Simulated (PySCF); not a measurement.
## Charge-transfer reorganisation: `InChI=1S/C5H4O3/c1-8-4-2-3(6)5(4)7/h2H,1H3`

Geometry:
```json
{"atom": "C1", "x (Å)": "2.011", "y (Å)": "-0.154", "z (Å)": "0.477"}
{"atom": "O2", "x (Å)": "0.940", "y (Å)": "-0.946", "z (Å)": "-0.017"}
{"atom": "C3", "x (Å)": "-0.217", "y (Å)": "-0.361", "z (Å)": "-0.150"}
{"atom": "C4", "x (Å)": "-0.733", "y (Å)": "0.885", "z (Å)": "0.070"}
{"atom": "C5", "x (Å)": "-2.095", "y (Å)": "0.505", "z (Å)": "-0.393"}
{"atom": "O6", "x (Å)": "-3.150", "y (Å)": "1.047", "z (Å)": "-0.515"}
{"atom": "C7", "x (Å)": "-1.529", "y (Å)": "-0.933", "z (Å)": "-0.652"}
{"atom": "O8", "x (Å)": "-1.903", "y (Å)": "-1.988", "z (Å)": "-1.049"}
{"atom": "H9", "x (Å)": "2.899", "y (Å)": "-0.800", "z (Å)": "0.495"}
{"atom": "H10", "x (Å)": "1.785", "y (Å)": "0.202", "z (Å)": "1.497"}
{"atom": "H11", "x (Å)": "2.189", "y (Å)": "0.709", "z (Å)": "-0.187"}
{"atom": "H12", "x (Å)": "-0.321", "y (Å)": "1.823", "z (Å)": "0.441"}
```

The calculation used UKS CAM-B3LYP/def2-SV(P) four-point reorganisation energy, gas phase in PySCF. Geometry: CAM-B3LYP/def2-SV(P).

Problem. What is the inner reorganisation energy for hole transfer, with the ionisation energy?

Solution. λ = 0.497 (surface of the oxidised species) + 1.186 (surface of the starting species) = 1.683 eV. The ionisation energy is 9.29 eV vertical and 8.80 eV adiabatic without zero-point energy; at the relaxed geometry of the oxidised species the two energies differ by 7.61 eV. Largest bond changes: C5–C7 1.567 → 1.942 Å, C4–C5 1.488 → 1.432 Å, C5–O6 1.192 → 1.154 Å, C7–O8 1.188 → 1.149 Å, O2–C3 1.304 → 1.270 Å. ⟨S²⟩ of the relaxed oxidised species 0.760.

Problem. What is the inner reorganisation energy for electron transfer, with the electron affinity?

Solution. λ = 0.525 (surface of the reduced species) + 0.553 (surface of the starting species) = 1.078 eV. The electron affinity is -0.45 eV vertical and 0.08 eV adiabatic without zero-point energy; at the relaxed geometry of the reduced species the two energies differ by 0.63 eV. Largest bond changes: C7–C3 1.517 → 1.423 Å, C3–C4 1.366 → 1.455 Å, O2–C3 1.304 → 1.361 Å, C7–O8 1.188 → 1.232 Å, C4–C5 1.488 → 1.446 Å. ⟨S²⟩ of the relaxed reduced species 0.757.

The highest occupied orbital of the reduced species is unbound in this basis, so its energies are rough.
